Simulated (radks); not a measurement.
Results of a calculation; reference values are marked as such.
Valence configurations of Tb+ (all share [Xe]). Level of theory: Dirac Kohn-Sham, BLYP, spin-unpolarised, spherical densities, point nucleus; open shells are shared between the two j in proportion to 2j + 1 (a radial shooting solver on a logarithmic mesh with Libxc functionals). Energies are relative to 4f9 6s1; eigenvalues in eV.

| valence | E (eV) | e(4f5/2) | e(4f7/2) | e(5d3/2) | e(5d5/2) | e(6p1/2) |
|---|---|---|---|---|---|---|
| 4f9 6s1 | 0.000 | -9.635 | -8.850 | - | - | - |
| 4f9 6s0.5 6p0.5 | 1.704 | -10.285 | -9.499 | - | - | -5.992 |
| 4f10 | 2.015 | -4.061 | -3.337 | - | - | - |
| 4f9 5d1 | 2.049 | -8.063 | -7.280 | -6.045 | -5.827 | - |
| 4f9 6p1 | 3.443 | -10.920 | -10.133 | - | - | -6.301 |
| 4f8 5d0.5 6s1 6p0.5 | 5.885 | -17.343 | -16.496 | -9.662 | -9.314 | -6.640 |
| 4f8 6s1 6p1 | 7.618 | -19.143 | -18.294 | - | - | -7.206 |
| 4f7 5d2 6s1 | 14.050 | -22.463 | -21.557 | -9.802 | -9.409 | - |
| 4f7 6s1 6p2 | 24.095 | -30.087 | -29.176 | - | - | -8.619 |
| 4f7 6p3 | 28.924 | -31.234 | -30.322 | - | - | -9.103 |

NIST lists [Xe] 4f9 6s1 as the ground configuration; this level of theory agrees among the configurations tried. The energies are those of spherical spin-averaged densities, not of single terms.
